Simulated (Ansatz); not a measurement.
Steps of a relaxation of C₂H₆AlFO, SMILES `CO[CH2][AlH][F]` with RKS PBE0-D4/def2-TZVP.

```sh
$ ansatz run in.yaml --threads 4 --pin off --events-out ev --progress --plain --max-ram 10444MiB
```

```yaml
crystal:
  periodic: [false, false, false]
  atoms:
    - {symbol: C, position_ang: [-0.608465, 0.280139, 1.391572]}
    - {symbol: O, position_ang: [0.516943, 0.853753, 0.791291]}
    - {symbol: C, position_ang: [0.427336, 0.794068, -0.633723]}
    - {symbol: Al, position_ang: [0.538021, -1.121588, -1.184193]}
    - {symbol: F, position_ang: [-0.176240, -1.619418, -2.629441]}
    - {symbol: H, position_ang: [-1.549487, 0.844645, 1.175494]}
    - {symbol: H, position_ang: [-0.449446, 0.243319, 2.487166]}
    - {symbol: H, position_ang: [-0.780039, -0.777895, 1.029704]}
    - {symbol: H, position_ang: [-0.484062, 1.322465, -1.012261]}
    - {symbol: H, position_ang: [1.298572, 1.357300, -1.035563]}
    - {symbol: H, position_ang: [1.332267, -2.233690, -0.359444]}
basis:
  gaussian: {orbitals: def2-TZVP}
hamiltonian: {xc: pbe0, dispersion: d4}
relax: {f_tol: 0.005, max_steps: 150}
```

Positions (Å) and forces (eV/Å) along the path, 13 of 16 steps:

```xyz
11
step=1 energy=-13526.4680 eV
C    -0.608    0.280    1.392   -0.327   -0.210    0.117
O     0.517    0.854    0.791   -0.329   -0.078   -0.155
C     0.427    0.794   -0.634   -0.007    0.232   -0.237
Al    0.538   -1.122   -1.184   -0.259   -0.208   -0.559
F    -0.176   -1.619   -2.629    0.364    0.273    0.723
H    -1.549    0.845    1.175    0.547   -0.239    0.080
H    -0.449    0.243    2.487   -0.040    0.036   -0.578
H    -0.780   -0.778    1.030    0.127    0.544    0.216
H    -0.484    1.322   -1.012    0.464   -0.271    0.266
H     1.299    1.357   -1.036   -0.420   -0.250    0.244
H     1.332   -2.234   -0.359   -0.120    0.170   -0.116
11
step=2 energy=-13526.5116 eV
C    -0.608    0.283    1.393   -0.121   -0.098    0.046
O     0.512    0.847    0.788   -0.083   -0.040   -0.060
C     0.421    0.777   -0.632   -0.016    0.091   -0.037
Al    0.532   -1.125   -1.188   -0.161   -0.084   -0.473
F    -0.148   -1.595   -2.645    0.216    0.159    0.473
H    -1.533    0.842    1.164    0.163   -0.075    0.027
H    -0.450    0.271    2.476   -0.018    0.013   -0.165
H    -0.771   -0.771    1.058    0.045    0.202    0.079
H    -0.483    1.298   -0.996    0.131   -0.086    0.066
H     1.278    1.344   -1.026   -0.121   -0.093    0.047
H     1.315   -2.229   -0.372   -0.033    0.010   -0.005
11
step=3 energy=-13526.5207 eV
C    -0.611    0.284    1.395   -0.018   -0.054   -0.003
O     0.512    0.838    0.787    0.061    0.021   -0.024
C     0.420    0.768   -0.630    0.027   -0.029    0.041
Al    0.554   -1.119   -1.208   -0.128   -0.036   -0.055
F    -0.145   -1.577   -2.638    0.067    0.027    0.045
H    -1.526    0.840    1.153   -0.038    0.027   -0.005
H    -0.457    0.292    2.473    0.008    0.019    0.040
H    -0.769   -0.767    1.082   -0.003   -0.014    0.004
H    -0.485    1.279   -0.987   -0.036    0.007   -0.029
H     1.267    1.339   -1.023    0.030    0.046   -0.015
H     1.305   -2.234   -0.383    0.031   -0.015    0.001
11
step=4 energy=-13526.5230 eV
C    -0.609    0.290    1.406    0.008    0.001    0.002
O     0.512    0.835    0.786    0.035    0.018   -0.011
C     0.411    0.760   -0.630   -0.026   -0.040    0.062
Al    0.535   -1.128   -1.210    0.059    0.006   -0.034
F    -0.093   -1.560   -2.677   -0.010   -0.001   -0.008
H    -1.524    0.844    1.160   -0.036    0.021   -0.005
H    -0.450    0.314    2.484    0.006    0.012    0.029
H    -0.770   -0.765    1.109   -0.002   -0.037   -0.012
H    -0.495    1.270   -0.986   -0.035    0.027   -0.012
H     1.257    1.329   -1.030    0.023    0.011   -0.025
H     1.291   -2.246   -0.391   -0.021   -0.017    0.015
11
step=6 energy=-13526.5259 eV
C    -0.604    0.304    1.431   -0.004   -0.010    0.025
O     0.515    0.829    0.786   -0.038   -0.025   -0.015
C     0.392    0.738   -0.626    0.000    0.028   -0.022
Al    0.546   -1.139   -1.241    0.018   -0.004    0.031
F     0.005   -1.520   -2.757    0.013    0.006    0.018
H    -1.522    0.852    1.169    0.038   -0.024    0.009
H    -0.440    0.375    2.509   -0.004   -0.013   -0.058
H    -0.763   -0.763    1.174    0.009    0.062    0.013
H    -0.524    1.241   -0.974    0.032   -0.028    0.012
H     1.226    1.315   -1.047   -0.032   -0.012    0.012
H     1.237   -2.290   -0.403   -0.032    0.020   -0.025
11
step=8 energy=-13526.5281 eV
C    -0.592    0.313    1.449    0.026    0.019   -0.001
O     0.516    0.829    0.776   -0.015   -0.007    0.021
C     0.370    0.725   -0.631    0.021    0.005   -0.032
Al    0.552   -1.144   -1.252   -0.028   -0.060   -0.097
F     0.138   -1.480   -2.823    0.044    0.028    0.133
H    -1.511    0.862    1.199   -0.007    0.001    0.002
H    -0.406    0.397    2.520    0.001   -0.007   -0.007
H    -0.757   -0.752    1.208   -0.004   -0.009   -0.003
H    -0.563    1.204   -0.967   -0.001    0.001    0.006
H     1.181    1.320   -1.072   -0.017   -0.006    0.005
H     1.135   -2.333   -0.386   -0.019    0.035   -0.026
11
step=9 energy=-13526.5286 eV
C    -0.589    0.313    1.449    0.013    0.009    0.000
O     0.517    0.830    0.773   -0.009   -0.006    0.014
C     0.367    0.727   -0.634    0.001    0.002   -0.020
Al    0.548   -1.144   -1.250   -0.007   -0.041   -0.094
F     0.161   -1.480   -2.827    0.029    0.023    0.113
H    -1.508    0.865    1.208    0.000    0.000    0.002
H    -0.396    0.389    2.520    0.000   -0.004   -0.007
H    -0.759   -0.751    1.202   -0.002    0.001   -0.001
H    -0.568    1.204   -0.966    0.002    0.001    0.006
H     1.174    1.322   -1.077   -0.010   -0.006    0.002
H     1.118   -2.333   -0.377   -0.017    0.022   -0.015
11
step=10 energy=-13526.5284 eV rejected
C    -0.580    0.309    1.445   -0.036   -0.036    0.007
O     0.518    0.834    0.765    0.030    0.011   -0.006
C     0.361    0.734   -0.642    0.007   -0.014    0.007
Al    0.557   -1.138   -1.247   -0.067   -0.004    0.038
F     0.203   -1.486   -2.823    0.015   -0.005   -0.046
H    -1.500    0.870    1.228    0.012    0.001    0.002
H    -0.372    0.359    2.515   -0.001    0.009   -0.003
H    -0.759   -0.749    1.177    0.001    0.020    0.009
H    -0.582    1.202   -0.966   -0.001   -0.004   -0.006
H     1.158    1.338   -1.090    0.011    0.020   -0.002
H     1.061   -2.330   -0.343    0.030    0.001    0.001
11
step=11 energy=-13526.5291 eV
C    -0.584    0.313    1.448   -0.010    0.001    0.046
O     0.522    0.824    0.770   -0.017   -0.009   -0.023
C     0.360    0.725   -0.637    0.022   -0.018   -0.014
Al    0.550   -1.146   -1.251   -0.012    0.042    0.017
F     0.194   -1.477   -2.832    0.002   -0.015   -0.019
H    -1.499    0.877    1.217    0.000    0.003   -0.002
H    -0.385    0.379    2.518    0.003    0.003    0.001
H    -0.768   -0.747    1.196    0.007    0.000   -0.012
H    -0.580    1.200   -0.958   -0.007   -0.002    0.001
H     1.159    1.325   -1.087    0.008    0.009    0.004
H     1.095   -2.331   -0.364    0.004   -0.014    0.002
11
step=12 energy=-13526.5294 eV
C    -0.582    0.314    1.452   -0.011   -0.008    0.012
O     0.521    0.825    0.767    0.002    0.000   -0.010
C     0.356    0.725   -0.640    0.001   -0.006    0.001
Al    0.550   -1.145   -1.253   -0.003    0.008   -0.005
F     0.219   -1.477   -2.839    0.004   -0.003    0.005
H    -1.497    0.881    1.228    0.002    0.002    0.000
H    -0.375    0.375    2.520    0.003    0.003   -0.002
H    -0.769   -0.744    1.194    0.002    0.003   -0.001
H    -0.586    1.197   -0.959   -0.001    0.001    0.000
H     1.153    1.328   -1.091    0.002    0.002    0.002
H     1.076   -2.335   -0.358    0.000   -0.001   -0.002
11
step=13 energy=-13526.5294 eV
C    -0.580    0.316    1.454   -0.008   -0.008    0.000
O     0.521    0.823    0.764    0.006    0.002   -0.003
C     0.351    0.723   -0.642   -0.005   -0.001    0.006
Al    0.550   -1.145   -1.256    0.000   -0.005   -0.010
F     0.245   -1.475   -2.848    0.003    0.002    0.011
H    -1.494    0.887    1.238    0.002    0.001    0.000
H    -0.366    0.374    2.522    0.002    0.003   -0.001
H    -0.774   -0.741    1.196    0.000    0.002    0.002
H    -0.594    1.192   -0.958    0.001    0.001    0.000
H     1.145    1.329   -1.095    0.000    0.000    0.000
H     1.060   -2.339   -0.355   -0.001    0.004   -0.003
11
step=14 energy=-13526.5295 eV
C    -0.580    0.317    1.456   -0.003   -0.003   -0.004
O     0.521    0.820    0.763    0.004    0.002    0.001
C     0.349    0.722   -0.643   -0.005    0.001    0.005
Al    0.551   -1.146   -1.258    0.004   -0.005   -0.001
F     0.255   -1.474   -2.852    0.000    0.001    0.001
H    -1.492    0.890    1.240    0.001    0.000    0.000
H    -0.363    0.375    2.523    0.001    0.001    0.000
H    -0.776   -0.740    1.199   -0.001    0.001    0.002
H    -0.597    1.191   -0.956    0.001    0.001    0.000
H     1.141    1.329   -1.097    0.000   -0.001   -0.001
H     1.056   -2.341   -0.356   -0.002    0.003   -0.001
11
step=16 energy=-13526.5295 eV
C    -0.579    0.317    1.457    0.001    0.002    0.002
O     0.522    0.818    0.763   -0.003   -0.001   -0.002
C     0.347    0.720   -0.642    0.001    0.000    0.000
Al    0.551   -1.147   -1.259    0.002    0.003   -0.003
F     0.264   -1.472   -2.856    0.000    0.000    0.004
H    -1.491    0.893    1.241    0.000    0.000    0.000
H    -0.362    0.378    2.524    0.000    0.000    0.000
H    -0.779   -0.739    1.202    0.001    0.000   -0.001
H    -0.599    1.189   -0.954    0.000    0.000    0.000
H     1.138    1.328   -1.098    0.000    0.000    0.000
H     1.053   -2.342   -0.357   -0.001   -0.002    0.001
```

Run time 46 s (4 threads of an Arm Neoverse V1 on a shared host); peak host memory 0.47 GiB.
